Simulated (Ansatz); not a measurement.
`C[O][Ge][S]C` + HCl → `C[S][Ge][Cl]` + CH₃OH  (ligand exchange at a Ge–O bond)

Computed with Ansatz on PBE0-D4/def2-TZVP structures; ΔE is electronic, products minus reactants. CCSD(T)/CBS is the MP2 limit (def2-TZVPP, def2-QZVPP) plus CCSD(T) − MP2 in def2-TZVPP, frozen cores. This one scheme is used for every species. Functionals use def2-TZVPP. HSE06 is defined as in plane-wave codes. For Ge outer-core shells are correlated without core-valence functions, which leaves a few kJ/mol of doubt a bond. Scalar relativity is left out up to krypton. Each species was taken in one conformer, which may not be the lowest.

Is it downhill or uphill in electronic energy at CCSD(T)/CBS, and by how much? (Estimate.)

Computed: Downhill: ΔE = -0.42 eV.

What do these levels give: PBE0-D4, HSE06-D4, r2SCAN0, CAM-B3LYP, CCSD(T)/def2-SVP, SCS-MP2/def2-TZVPP? (Estimate.)

The calculation gave: PBE0-D4 -0.50, HSE06-D4 -0.51, r2SCAN0 -0.48, CAM-B3LYP -0.41, CCSD(T)/def2-SVP -0.30, SCS-MP2/def2-TZVPP -0.35 eV.

Largest T1 diagnostic among the species: 0.015.

From r2SCAN to r2SCAN0 (25 % exact exchange), in def2-TZVPP and without D4, ΔE moves by −0.04 eV. Leaving LDA and LC-ωPBE aside and taking each functional with its dispersion term where it has one, the values, not all of them listed here, spread over 0.12 eV, from HSE06-D4 to CAM-B3LYP-D4. LDA lies +0.09 eV from PBE without D4. In def2-TZVPP, CCSD(T) changes the Hartree–Fock value by +0.15 eV (the triples alone add +0.01 eV) and MP2 by +0.15 eV.
